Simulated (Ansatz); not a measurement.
Relaxation of C₂H₅NOSi (10 atoms, charge 0, multiplicity 1), to a largest force component of 0.015 eV/Å in at most 40 steps.

All numbers below come from RKS CAM-B3LYP-D4/STO-3G (Ansatz).

```xyz
10
Properties=species:S:1:pos:R:3:forces:R:3
O -1.186 0.659 1.402 -0.21 -0.49 0.31
C -0.951 1.544 0.548 -1.21 0.41 4.11
N -0.430 1.325 -0.703 3.08 -1.57 -5.30
C 0.290 0.226 -0.979 -2.08 1.23 1.45
Si 0.604 -1.315 0.025 1.42 -1.06 2.33
H -1.153 2.629 0.750 -0.02 -0.06 -0.15
H 0.631 0.129 -1.999 0.21 0.40 -1.11
H 1.580 -2.159 -0.725 -0.99 0.75 0.45
H -0.600 -2.121 0.348 0.75 0.74 -0.47
H 1.298 -0.968 1.338 -0.96 -0.34 -1.63
```

**Question.** Where does it end, and by what steps?

**Answer.** It converged. Limits of this set-up: minimal basis. After 16 steps the energy has fallen by 0.700 eV; O1 moved furthest, 0.43 Å.

```json
{"step": "0", "energy less start (eV)": "0.0000", "largest force component (eV/Å)": "5.302", "accepted": "yes"}
{"step": "1", "energy less start (eV)": "-0.3880", "largest force component (eV/Å)": "2.437", "accepted": "yes"}
{"step": "2", "energy less start (eV)": "-0.5150", "largest force component (eV/Å)": "2.931", "accepted": "yes"}
{"step": "3", "energy less start (eV)": "-0.6289", "largest force component (eV/Å)": "1.488", "accepted": "yes"}
{"step": "4", "energy less start (eV)": "-0.6589", "largest force component (eV/Å)": "0.866", "accepted": "yes"}
{"step": "5", "energy less start (eV)": "-0.6759", "largest force component (eV/Å)": "0.484", "accepted": "yes"}
{"step": "6", "energy less start (eV)": "-0.6843", "largest force component (eV/Å)": "0.146", "accepted": "yes"}
{"step": "7", "energy less start (eV)": "-0.6874", "largest force component (eV/Å)": "0.154", "accepted": "yes"}
{"step": "8", "energy less start (eV)": "-0.6962", "largest force component (eV/Å)": "0.178", "accepted": "yes"}
{"step": "9", "energy less start (eV)": "-0.6940", "largest force component (eV/Å)": "0.260", "accepted": "no"}
{"step": "10", "energy less start (eV)": "-0.6981", "largest force component (eV/Å)": "0.069", "accepted": "yes"}
{"step": "11", "energy less start (eV)": "-0.6987", "largest force component (eV/Å)": "0.230", "accepted": "yes"}
{"step": "12", "energy less start (eV)": "-0.6973", "largest force component (eV/Å)": "0.221", "accepted": "no"}
{"step": "13", "energy less start (eV)": "-0.7000", "largest force component (eV/Å)": "0.094", "accepted": "yes"}
{"step": "14", "energy less start (eV)": "-0.6998", "largest force component (eV/Å)": "0.041", "accepted": "no"}
{"step": "15", "energy less start (eV)": "-0.7001", "largest force component (eV/Å)": "0.055", "accepted": "yes"}
{"step": "16", "energy less start (eV)": "-0.7003", "largest force component (eV/Å)": "0.014", "accepted": "yes"}
```

```xyz
10
Properties=species:S:1:pos:R:3
O -0.794 0.476 1.369
C -0.895 1.423 0.562
N -0.315 1.393 -0.831
C 0.309 0.251 -1.040
Si 0.532 -1.219 0.125
H -1.421 2.382 0.784
H 0.753 0.170 -2.047
H 1.307 -2.152 -0.652
H -0.708 -1.876 0.443
H 1.315 -0.900 1.289
```

The run took 61 s on 1 thread of Intel(R) Xeon(R) Platinum 8175M CPU @ 2.50GHz (Skylake/Cascade Lake), with other jobs on the host, peak memory 0.16 GiB.
